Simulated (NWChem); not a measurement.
Molecule: sulfur hexafluoride (SF$_{6}$); SMILES FS(F)(F)(F)(F)F

All runs: NWChem. Coordinates come from a PBE0/def2-SVP optimisation. B3LYP is NWChem's, with the RPA form of VWN correlation.

For level B3LYP/def2-TZVPD:

```
Property                      Value
---------------------------  ------
highest occupied level (eV)  -12.13
orbital gap (eV)               9.89
```

### Question
Estimate the same quantities for level BLYP/def2-TZVPD.

### Answer
- highest occupied level (eV) = -10.13
- orbital gap (eV) = 7.07
